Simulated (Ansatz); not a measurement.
Cd5NiSe4Cl4⁺. The state is a doublet with charge 1. Geometry r2SCAN-D4/def2-SVP, that of the neutral triplet; atoms count from 1.

```csv
atom,x (Å),y (Å),z (Å)
Se1,2.057,-2.257,-0.680
Se2,-2.280,-1.037,1.508
Se3,-0.231,1.184,-1.865
Se4,1.754,1.779,2.124
Ni5,0.565,-0.977,-2.021
Cd6,-2.487,0.113,-0.924
Cd7,-0.271,-2.362,0.549
Cd8,2.415,-0.492,1.126
Cd9,-0.356,0.352,2.373
Cd10,1.243,2.679,-0.345
Cl11,-1.285,-2.305,-2.058
Cl12,-4.608,0.590,-1.800
Cl13,1.126,-1.910,2.982
Cl14,2.359,4.642,-0.968
```

In the def2 sets Cd takes a core potential; there is no spin–orbit coupling. Single mean-field runs in def2-TZVP are fitted with def2-universal-jkfit. The charge 1 doublet is spin-contaminated (final ⟨S²⟩ up to 1.65, 0.75 for a pure state). At PBE0-D4/def2-TZVP a quartet of charge 1 lies 0.47 eV below the doublet at the same geometry.

Question: Estimate the Mulliken populations from the PBE0/def2-TZVP orbitals of Ansatz.

Answer: 
| atom | charge (e) | spin (α − β) | d electrons |
| --- | --- | --- | --- |
| Se1 | -0.38 | -0.15 | – |
| Se2 | -0.45 | 0.17 | – |
| Se3 | -0.25 | 0.49 | – |
| Se4 | -0.44 | 0.11 | – |
| Ni5 | 0.33 | 0.14 | 8.58 |
| Cd6 | 0.75 | -0.02 | 10.02 |
| Cd7 | 0.81 | 0.00 | 10.03 |
| Cd8 | 0.70 | 0.01 | 10.02 |
| Cd9 | 0.67 | -0.01 | 10.02 |
| Cd10 | 0.67 | -0.01 | 10.01 |
| Cl11 | -0.30 | 0.09 | – |
| Cl12 | -0.33 | 0.14 | – |
| Cl13 | -0.42 | 0.00 | – |
| Cl14 | -0.36 | 0.06 | – |
Mulliken values depend strongly on the basis.

Question: Where does the spin sit?

Answer: Summed by element: Se 0.61, Ni 0.14, Cd -0.05, Cl 0.29, of 1 unpaired in all. Largest on single atoms: Se3 0.49, Se2 0.17, Se1 -0.15.

Question: And the Mayer bond orders between heavy atoms (over 0.3)?

Answer: Se1–Ni5 0.90 (2.38 Å); Se1–Cd7 0.55 (2.63 Å); Se1–Cd8 0.71 (2.55 Å); Se2–Cd6 0.54 (2.70 Å); Se2–Cd7 0.66 (2.59 Å); Se2–Cd9 0.78 (2.53 Å); Se3–Ni5 0.91 (2.31 Å); Se3–Cd6 0.41 (2.67 Å); Se3–Cd10 0.53 (2.59 Å); Se4–Cd8 0.71 (2.57 Å); Se4–Cd9 0.72 (2.56 Å); Se4–Cd10 0.59 (2.68 Å); Ni5–Cl11 0.74 (2.28 Å); Cd6–Cl12 0.88 (2.34 Å); Cd8–Cl13 0.36 (2.67 Å); Cd10–Cl14 0.93 (2.34 Å).
